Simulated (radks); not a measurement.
Dipole-allowed excitations along the series with 3 electrons in [He] 2s1. Calculated with a radial shooting solver on a logarithmic mesh with Libxc functionals: non-relativistic Kohn-Sham, LDA (Slater exchange, Perdew-Wang correlation), spin-polarised, spherical densities, point nucleus; open shells are filled with parallel spins first. Time-dependent linear response with the Hartree and adiabatic LDA kernel, continuum included through the Sternheimer equations. Lines are the poles of the dipole polarisability below minus the highest occupied eigenvalue, found on a grid refined at the orbital gaps; the lowest seven at most are given, and weak or close lines can be missed. The first line takes the name of the lowest orbital gap if no other gap lies below it; otherwise a line is named after a gap within 0.6 % of it, if that gap stands alone.

species  -e(HOMO) (eV)  lowest orbital gap (eV)  first line (eV)       f  strongest line (eV)  its f  static alpha (bohr^3)
Si11+           501.46             2s-2p 23.310   25.076 (2s-2p)   0.101  298.42 (unassigned)  0.341                 0.1228
P12+            587.59             2s-2p 25.238   27.140 (2s-2p)  0.0933       347.92 (2s-3p)  0.348                0.09694
S13+            680.53             2s-2p 27.166   29.204 (2s-2p)  0.0869       401.20 (2s-3p)  0.354                0.07787
Cl14+           780.27             2s-2p 29.093   31.267 (2s-2p)  0.0813       458.26 (2s-3p)  0.358                0.06348
Ar15+           886.81             2s-2p 31.020   33.330 (2s-2p)  0.0764       519.10 (2s-3p)  0.363                0.05243
K16+            1000.2             2s-2p 32.947   35.392 (2s-2p)  0.0721       583.71 (2s-3p)  0.367                0.04381
